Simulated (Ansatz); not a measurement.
Consider the formal exchange of groups at the Si–O bond: `O[SiH](O)O[SiH](O)F` + `CCC` → `CC[SiH](O)O` + `CO[SiH](O)F`.

Program: Ansatz. Geometries: PBE0-D4/def2-TZVP. ΔE: electronic, gas phase. CCSD(T)/CBS adds triple-zeta CCSD(T) − MP2 to the extrapolated MP2 energy (def2 sets, frozen cores). Functionals use def2-TZVPP. One conformer a species, not always the lowest.

| level | ΔE (kcal/mol) |
| --- | --- |
| ωB97X-V | 45.7 |
| ωB97M-V | 46.3 |

Q: What does CCSD(T)/CBS give? (Estimate.)

A: The calculation gave: +47.6 kcal/mol. The listed levels differ from it by -1.9, -1.3 kcal/mol.

Largest T1 diagnostic among the species: 0.012.

In def2-TZVPP, CCSD(T) changes the Hartree–Fock value by −2.3 kcal/mol (the triples alone add −0.5 kcal/mol) and MP2 by −1.2 kcal/mol. From PBE to PBE0 (25 % exact exchange), in def2-TZVPP and without D4, ΔE moves by +2.0 kcal/mol.
